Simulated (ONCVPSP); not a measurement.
## titanium (Ti): one change to an ONCV potential, before and after

```json
{
 "Element": "titanium",
 "Generator": "ONCVPSP 4.0.1",
 "Type": "optimised norm-conserving Vanderbilt (ONCV)",
 "Functional": "LDA (Perdew-Zunger)",
 "Relativity": "scalar-relativistic",
 "Frozen core": "[Ne]",
 "Valence charge": "12",
 "Reference configuration": "3s2 3p6 3d3 4s1",
 "Partial waves": "3s+4s: rc 1.55 bohr, ncon 3, nbas 7, qcut 9.1 1/bohr, 2 projectors; 3p: rc 1.60 bohr, ncon 4, nbas 9, qcut 9.4 1/bohr, 3 projectors, debl 1.8 Ha; 3d: rc 2.05 bohr, ncon 4, nbas 9, qcut 9.2 1/bohr, 2 projectors, debl 3.1 Ha",
 "Local potential": "polynomial inside 1.10 bohr (lpopt 5, dvloc0 3 Ha)",
 "Core correction": "Teter function, fcfact 3.75, rcfact 1.45"
}
```

Change: functional PBE.

Cutoffs: the cutoffs (Ha) at which the residual kinetic energy of the hardest occupied pseudo-wave falls to 1 and 0.1 mHa per electron; they do not see the model core or the augmentation charge, which bear on the density cutoff. Errors are all-electron minus pseudo energies relative to the spin-unpolarised reference configuration.

Task: Predict the effect on cutoff, ghosts and configuration errors.

Result: The potential gets neither clearly harder nor softer (27 Ha and 31 Ha → 25 Ha and 30 Ha); of the 3 tests that both files solve, the error grows in 3 and shrinks in 0 by more than 15 % and 0.3 meV (median size 13.3 → 14.9 meV); neither file shows a bound ghost.

```tsv
quantity	base	changed
cutoff, loose	27 Ha	25 Ha
cutoff, tight	31 Ha	30 Ha
loose cutoff by channel	s 25 Ha, p 21 Ha, d 27 Ha	s 25 Ha, p 21 Ha, d 25 Ha
bound ghosts	none	none
GHOST(+) flags under 300 eV	none	none
tests with a reliable result	3 of 4	3 of 4
error for 3s2 3p6 3d2 4s2, meV [ΔE -1.06 → -1.11 eV]	+19	+22
error for 3s2 3p6 3d2 4s1, meV [ΔE 6.48 → 6.24 eV]	+13	+15
error for 3s2 3p6 3d3 4s0, meV [ΔE 6.50 → 6.29 eV]	+2.8	+3.4
s: phases at 1.57 bohr within 0.05 rad from the reference energy up to (Ha; the scan ends near 5)	to the end of the scan	to the end of the scan
p: phases at 1.62 bohr within 0.05 rad from the reference energy up to (Ha; the scan ends near 5)	to the end of the scan	to the end of the scan
d: phases at 2.08 bohr within 0.05 rad from the reference energy up to (Ha; the scan ends near 5)	to the end of the scan	to the end of the scan
rms error of d²Exc/dni dnj with the model core, mHa	0.49	1.03
```
